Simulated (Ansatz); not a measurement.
H$_{7}$NSiSn (`[SiH3][NH][SnH3]`). Charge 0, multiplicity 1. Sn: def2 effective core potential. The geometry is a stationary point of PBE0-D4/def2-TZVP.

```xyz
10

Si   -0.518    0.507    1.480
N    -0.494    0.478   -0.232
Sn    0.704   -0.653   -1.410
H    -0.460    1.893    2.028
H     0.685   -0.244    1.933
H    -1.721   -0.141    2.080
H    -1.223    0.969   -0.727
H     0.435   -0.105   -3.002
H     0.283   -2.302   -1.251
H     2.310   -0.401   -0.899
```

(1) What is the dipole moment at B3LYP/def2-TZVPP? (Best estimate.)

(2) And with PBE, r2SCAN, ωB97M-V? (Estimate.)

(3) Give the Mulliken charges with B3LYP, PBE, r2SCAN in def2-TZVPP. (Estimate.)

Answers

(1) Computed: 1.33 D, with components (-0.14, -0.04, -1.33) D in this frame, pointing from negative to positive charge.

(2) Ansatz gave: PBE 1.33 D, r2SCAN 1.37 D, ωB97M-V 1.40 D.

(3) Computed: 
```tsv
atom	B3LYP	PBE	r2SCAN
Si1	0.37	0.29	0.41
N2	-0.54	-0.49	-0.61
Sn3	0.70	0.62	0.70
H4	-0.09	-0.07	-0.10
H5	-0.08	-0.07	-0.09
H6	-0.09	-0.08	-0.10
H7	0.12	0.13	0.14
H8	-0.13	-0.11	-0.12
H9	-0.13	-0.12	-0.12
H10	-0.12	-0.11	-0.12
```

B3LYP here is the variant with VWN-RPA as its local correlation; programs differ in this.
